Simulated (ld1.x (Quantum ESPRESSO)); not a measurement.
**How hard is this barium TM potential?**

| Property | Result |
| --- | --- |
| Element | Ba |
| Generator | ld1.x (Quantum ESPRESSO) 7.5 |
| Type | norm-conserving Troullier–Martins (Kleinman–Bylander form) |
| Functional | LDA (PZ) |
| Relativity | fully relativistic |
| Frozen core | [Xe] |
| Valence charge | 2 |
| Reference configuration | 5d0.5 6s1.5 6p0 |
| Partial waves | 6s (bound): rc 4.20 bohr; 6p (bound, empty): rc 4.20 bohr; 5d (bound): rc 3.00 bohr |
| Local potential | the d channel |
| Core correction | none |

Open shells are filled in proportion to 2j + 1 (rel_dist='average').

The pseudo-atom Hamiltonian at the reference potential is diagonalised in spherical Bessel functions j_l(qr) that vanish at 20 bohr, with q² up to the cutoff. All-electron valence levels (Ry): 6s -0.2298, 6p1/2 -0.0922, 6p3/2 -0.0824, 5d3/2 -0.1351, 5d5/2 -0.1268.

Q: How do the lowest levels (Ry) of each channel move with the cutoff, and are there ghosts?

A:

```
cutoff (Ry)     s #1     s #2    s #3  p1/2 #1  p1/2 #2  p3/2 #1  p3/2 #2  p3/2 #3  d3/2 #1  d3/2 #2  d5/2 #1    f #1  Σ f·Δε (mRy)
          8  -1.1944  -0.2297  0.0036  -0.0921  -0.0026  -0.1081  -0.0822   0.0507  -0.1258   0.0423  -0.1258  0.0836           2.1
         10  -1.2011  -0.2297  0.0036  -0.0921  -0.0158  -0.1192  -0.0822   0.0506  -0.1290   0.0418  -0.1290  0.0836           0.5
         12  -1.2015  -0.2298  0.0036  -0.0921  -0.0182  -0.1211  -0.0823   0.0505  -0.1299   0.0416  -0.1299  0.0836           0.1
         15  -1.2016  -0.2298  0.0036  -0.0921  -0.0189  -0.1218  -0.0823   0.0505  -0.1300   0.0416  -0.1300  0.0836           0.0
        400  -1.2019  -0.2298  0.0036  -0.0921  -0.0191  -0.1221  -0.0823   0.0505  -0.1300   0.0416  -0.1300  0.0836           0.0
```

Result: ghost states, extra bound levels that the all-electron valence spectrum of the same l lacks: s at -16.4 eV, p3/2 at -1.66 eV, p1/2 at -0.26 eV (a true bound ghost makes a file unfit for plane-wave use); 10 mRy is reached at 8 Ry and 1 mRy at 10 Ry.

3 of 7 tests not solved or not reliable.
